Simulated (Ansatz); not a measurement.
Start from `NC1BN1` and change one atom or group to get `NCC1BN1`.

Ansatz, PBE0-D4/def2-TZVP geometries, multiplicity 1. Each molecule was computed in one conformer, which needn't be the lowest.

| property | `NC1BN1` |
| --- | --- |
| HOMO energy (PBE0/def2-TZVPP) / eV | -6.69 |
| HOMO energy (B3LYP/def2-TZVPP) / eV | -6.47 |
| LUMO energy (B3LYP/def2-TZVPP) / eV | -0.15 |
| size of the dipole moment (PBE/def2-TZVPP) / D | 2.16 |
| LUMO energy (PBE/def2-TZVPP) / eV | -0.87 |
| size of the dipole moment (ωB97M-V/def2-TZVPP) / D | 2.13 |

**Question.** Give the same properties after the change, and the shifts. (Best estimate.)

**Answer.** The calculation gave: 
```json
{"property": "HOMO energy (PBE0/def2-TZVPP) / eV", "`NCC1BN1`": "-6.65", "shift": "0.04"}
{"property": "HOMO energy (B3LYP/def2-TZVPP) / eV", "`NCC1BN1`": "-6.43", "shift": "0.04"}
{"property": "LUMO energy (B3LYP/def2-TZVPP) / eV", "`NCC1BN1`": "-0.23", "shift": "-0.08"}
{"property": "size of the dipole moment (PBE/def2-TZVPP) / D", "`NCC1BN1`": "1.70", "shift": "-0.46"}
{"property": "LUMO energy (PBE/def2-TZVPP) / eV", "`NCC1BN1`": "-0.95", "shift": "-0.08"}
{"property": "size of the dipole moment (ωB97M-V/def2-TZVPP) / D", "`NCC1BN1`": "1.75", "shift": "-0.38"}
```

Dipoles are sizes alone; their direction can turn.

B3LYP here is the variant with VWN-RPA as its local correlation; programs differ in this.
